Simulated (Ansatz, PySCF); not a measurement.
Molecule: sum formula Sn2OH5, charge 0, multiplicity 2. It need not be the lowest isomer of its formula. 
Coordinates optimised at B3LYP-D3(BJ)/def2-TZVP (Ansatz, a quantum-chemistry and plane-wave program):
SMILES: [SnH2][O][SnH3]
```xyz
8

O     -0.1891     0.2778    -0.6536
Sn    -1.4960    -1.0587    -0.0098
H     -2.9009    -0.7239    -0.9776
H     -1.7997    -0.6640     1.6652
Sn     1.5046     0.9729     0.0848
H      1.4491     2.6604    -0.1750
H      2.7728     0.2233    -0.7853
H      1.5595     0.5732     1.7519
```
Charge 0, spin multiplicity 2.

Total electronic energies in hartree. Cores are frozen in the correlated levels unless marked. Open shells are spin-unrestricted. Spin-orbit coupling is left out. Frozen are the shells of the preceding noble gas and the d and f shells that filled before the atom's block. Past Kr the def2 sets carry scalar-relativistic core potentials. Basis-set limits of correlation are two-point, X^-3; Hartree-Fock from the larger set. The bracket is a focal-point correction in the basis named.

```
level                                                                 program  energy (Eh)
-------------------------------------------------------------  --------------  -----------
HF/def2-SVP                                                            Ansatz   -504.35538
HF/def2-QZVPPD                                                         Ansatz   -504.48650
HF-D3(BJ)/def2-TZVPD                                            PySCF + dftd3   -504.52457
RI-HF/def2-TZVPPD                                                      Ansatz   -504.47862
PBE/def2-TZVPD                                                         Ansatz   -506.72585
revPBE-D3(BJ)/def2-TZVPD                                       Ansatz + dftd3   -506.90155
r2SCAN-D3(BJ)/def2-TZVPD                                       Ansatz + dftd3   -506.94855
B3LYP-D4/def2-TZVPD                                            Ansatz + dftd4   -506.98661
TPSSh-D4/def2-TZVPD                                             PySCF + dftd4   -506.69102
r2SCANh-D4/def2-TZVPD                                          Ansatz + dftd4   -506.91934
HSE06-D4/def2-TZVPD                                            Ansatz + dftd4   -506.74319
CAM-B3LYP-D3(BJ)/def2-TZVPD                                    Ansatz + dftd3   -506.77078
CAM-B3LYP-D4/def2-TZVPD                                        Ansatz + dftd4   -506.77092
B2GP-PLYP-D3(BJ)/def2-TZVPD                                    Ansatz + dftd3   -506.05378
B2GP-PLYP-D4/def2-TZVPD                                        Ansatz + dftd4   -506.04951
B2PLYP/def2-TZVPD                                                      Ansatz   -506.20936
PBE-QIDH/def2-TZVPD                                                    Ansatz   -506.17906
MP2/def2-SVPD                                                          Ansatz   -504.74543
RI-MP2/def2-TZVPP                                                      Ansatz   -504.93054
RI-MP2/def2-TZVPPD                                                     Ansatz   -504.93515
RI-MP2/def2-QZVPPD                                                     Ansatz   -504.97500
SCS-MP2/def2-TZVPPD                                                    Ansatz   -504.94501
RI-MP2/CBS(def2-TZVPPD,def2-QZVPPD)+[CCSD(T)-MP2]/def2-TZVPPD          Ansatz    -505.0493
```

Totals of different functionals don't rank their quality; only differences between species are comparable.
